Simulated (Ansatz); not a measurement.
`[CH3][GeH]([NH2])[Cl]`, 10 atoms. Charge 0, multiplicity 1. Correlated methods include outer-core shells of Ge, which these sets cover unevenly. Scalar relativity is left out up to krypton. All runs use 4 threads of an Arm Neoverse V1 on a shared host. Correlated methods freeze the cores.

**Question.** Give the basis size and wall time and peak host memory of each of these runs in Ansatz. direct RPA on PBE orbitals/def2-TZVPP energy; RHF-CCSD(T)/def2-TZVPP energy; RHF-MP2/def2-QZVPP energy; RKS PBE0-D4/def2-TZVP frequencies; RKS BHLYP-D4/def2-TZVPP energy; RKS r2SCAN-D4/def2-TZVPP energy and forces; RKS PBE0-D4/def2-QZVPP energy; RKS HSE06 (plane-wave form)-D4/def2-TZVPP energy; RKS ωB97M-V/def2-SVP energy; RKS ωB97M-V/def2-QZVPP energy; RKS PBE0-D4/def2-TZVP relaxation (28 steps); RKS B97M-V/def2-TZVPP energy. (An estimate is asked.)

**Answer.** The calculation gave: Other jobs shared the machine, so times are rough.

```json
{"level": "RKS BHLYP-D4/def2-TZVPP", "job": "energy", "functions": "236", "wall time": "3.7 s", "peak host memory (GiB)": "0.67"}
{"level": "RKS HSE06 (plane-wave form)-D4/def2-TZVPP", "job": "energy", "functions": "236", "wall time": "3.7 s", "peak host memory (GiB)": "0.68"}
{"level": "RKS ωB97M-V/def2-SVP", "job": "energy", "functions": "108", "wall time": "5.5 s", "peak host memory (GiB)": "0.43"}
{"level": "direct RPA on PBE orbitals/def2-TZVPP", "job": "energy", "functions": "236", "wall time": "5.5 s", "peak host memory (GiB)": "0.56"}
{"level": "RKS r2SCAN-D4/def2-TZVPP", "job": "energy and forces", "functions": "236", "wall time": "6 s", "peak host memory (GiB)": "0.34"}
{"level": "RKS B97M-V/def2-TZVPP", "job": "energy", "functions": "236", "wall time": "11 s", "peak host memory (GiB)": "0.39"}
{"level": "RKS PBE0-D4/def2-QZVPP", "job": "energy", "functions": "453", "wall time": "14 s", "peak host memory (GiB)": "1.8"}
{"level": "RHF-MP2/def2-QZVPP", "job": "energy", "functions": "453", "wall time": "26 s", "peak host memory (GiB)": "2.6"}
{"level": "RKS ωB97M-V/def2-QZVPP", "job": "energy", "functions": "453", "wall time": "26 s", "peak host memory (GiB)": "2.1"}
{"level": "RKS PBE0-D4/def2-TZVP", "job": "relaxation (28 steps)", "functions": "183", "wall time": "100 s", "peak host memory (GiB)": "0.5"}
{"level": "RKS PBE0-D4/def2-TZVP", "job": "frequencies", "functions": "183", "wall time": "2.4 min", "peak host memory (GiB)": "0.5"}
{"level": "RHF-CCSD(T)/def2-TZVPP", "job": "energy", "functions": "236", "wall time": "3 min", "peak host memory (GiB)": "4.3"}
```
